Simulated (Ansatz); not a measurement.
Stepwise reaction of `F[SiH](Cl)[GeH2][Cl]` with hydrogen, as a gas-phase model of exchange steps in deposition or etching. ΔE in kJ/mol; ΔG adds harmonic PBE0-D4 terms to CCSD(T)/CBS, at 1 bar.

Isolated molecules relaxed with PBE0-D4/def2-TZVP in Ansatz; ΔE leaves out vibrations. CBS: MP2 limit from def2 TZ/QZ plus the TZ coupled-cluster correction, frozen cores. This one scheme is used for every species. DFT in def2-TZVPP. B3LYP here is the variant with VWN-RPA as its local correlation; programs differ in this. For Ge outer-core shells are correlated without core-valence functions, which leaves a few kJ/mol of doubt a bond. Scalar relativity is left out up to krypton. Each species was taken in one conformer, which may not be the lowest.

| step | reaction | PBE-D4 | B3LYP-D4 | ωB97M-V | CCSD(T)/CBS | ΔG(400 K) |
| --- | --- | --- | --- | --- | --- | --- |
| 1 | `F[SiH](Cl)[GeH2][Cl]` + H₂ → `F[SiH](Cl)[GeH3]` + HCl | 46.1 | 48.0 | 45.1 | 43.2 | 38.6 |
| 2 | `F[SiH](Cl)[GeH3]` + H₂ → `F[SiH2][GeH3]` + HCl | 88.0 | 86.1 | 87.9 | 86.3 | 81.6 |

Task: By hand: ΔE of the 2 steps together at CCSD(T)/CBS.

Result: (43.2) + (86.3) = 129.5 kJ/mol, or 64.8 kJ/mol a step.

In ΔE each step is higher than the one before. All are uphill at CCSD(T)/CBS. ΔG lies between 38.6 and 81.6 kJ/mol a step. PBE-D4 differs from CCSD(T)/CBS by 1.7 to 2.9 kJ/mol a step. Isolated molecules leave out the surface, adducts and barriers. Largest T1 diagnostic: 0.012.
